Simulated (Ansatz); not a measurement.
Program: Ansatz. Geometries: PBE0-D4/def2-TZVP. ΔE: electronic, gas phase. CCSD(T)/CBS is the MP2 limit (def2-TZVPP, def2-QZVPP) plus CCSD(T) − MP2 in def2-TZVPP, frozen cores. This one scheme is used for every species. DFT in def2-TZVPP. B3LYP here is the variant with VWN-RPA as its local correlation; programs differ in this. For Br outer-core shells are correlated without core-valence functions, which leaves a few kJ/mol of doubt a bond. Scalar relativity is left out up to krypton.

Reaction (ligand exchange at the Si–Br bond): `Br[Si]Br` + H–F → `F[Si]Br` + HBr

```csv
level,ΔE (kcal/mol),difference from CCSD(T)/CBS
revPBE-D4,-7.1,2.0
r2SCAN-D4,-9.9,-0.8
CAM-B3LYP-D4,-13.3,-4.2
ωB97X-V,-12.0,-2.9
ωB97M-V,-11.4,-2.3
B2PLYP,-11.3,-2.2
PBE-QIDH,-8.7,0.4
revPBE,-8.4,0.7
B3LYP,-12.0,-2.9
r2SCANh,-9.8,-0.7
CAM-B3LYP,-14.1,-5.0
RPA@PBE/def2-TZVPP,-11.6,-2.5
HF/def2-SVP,-11.8,-2.7
MP2/def2-SVP,-10.1,-1.0
CCSD(T)/def2-SVP,-11.1,-2.0
HF/def2-QZVPP,-14.1,-5.0
CCSD(T)/CBS,-9.1,0
```

Largest T1 diagnostic among the species: 0.012.

The D4 term adds +1.6 kcal/mol with B3LYP and +0.8 kcal/mol with PBE0; it sums over pairs of atoms, weighted by their polarisabilities, and B3LYP, whose exchange is more repulsive, gets the larger term. Leaving LDA and LC-ωPBE aside and taking each functional with its dispersion term where it has one, the values spread over 6.2 kcal/mol, from CAM-B3LYP-D4 to revPBE-D4. In def2-TZVPP, CCSD(T) changes the Hartree–Fock value by +2.8 kcal/mol (the triples alone add +0.8 kcal/mol) and MP2 by +4.4 kcal/mol.
